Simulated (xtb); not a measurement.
Species: CH$_{2}$N$_{2}$, SMILES `N=C=N` (charge 0, multiplicity 1).

Q: Give a relaxed geometry from GFN2-xTB (xtb).

A: the end point of this relaxation (outside a Z-matrix the atoms follow the SMILES, hydrogens last).
Bonds (Å): N1–C2 1.204, N1–H4 0.999, C2–N3 1.204, N3–H5 0.999. Angles (°): C2–N1–H4 128.8, N1–C2–N3 164.9, C2–N3–H5 128.8.
